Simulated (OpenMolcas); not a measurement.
# Tm2+: moving the ligands

Tm2+ with 8 ligands (fluoride) in square antiprismatic coordination (D4d) at 2.47 Å. A charge of +0.75 e stands 2.8 Å behind each ligand. Ligand basis ANO-RCC-VDZP.

| Item | Value |
| --- | --- |
| Program | OpenMolcas 26.06 |
| Method | SS-CASPT2, IPEA 0.25 Eh, imaginary shift 0.1 Eh (closed shells correlated: 5s 5p and the ligand valence shells) |
| Basis | ANO-RCC-VTZP [8s7p5d3f2g1h] |
| Scalar Hamiltonian | DKH2, point nucleus |
| Active space | 13 electrons in 7 orbitals (4f) |
| State averaging | 2S+1 = 2 odd, 7 roots |
| Spin-orbit coupling | RASSI with atomic mean-field integrals over the reference wave functions |

Runs around this geometry, states. Energies in cm-1 above the lowest state or level, χT in cm3 K/mol.

```
R (Å)  Ground state  First state of that spin  First gap with spin-orbit (degeneracies)  Width of lowest J  χT at 300 K
 2.41      2S+1 = 2                         6                                  2 (2, 2)                435        2.497
 2.47      2S+1 = 2                        32                                 25 (2, 2)                409        2.514
 2.55      2S+1 = 2                        60                                 49 (2, 2)                379        2.529
```

Taking the width of the lowest J multiplet as R^-n, n = -ln(379 / 435) / ln(2.55 / 2.41) = 2.4 between the shortest and longest distance.

Over all roots computed the reference weight is 0.61 in R = 2.41, 0.61 in R = 2.47, 0.61 in R = 2.55; a low but even weight reflects the number of correlated electrons. Splittings of an f shell from a small cluster at a set distance can be off by tens of per cent, mostly too small. No measured value stands beside these numbers; the geometry was imposed, not optimised, and the real ion may take another.

A state without a sure symmetry label is named by its multiplicity alone.
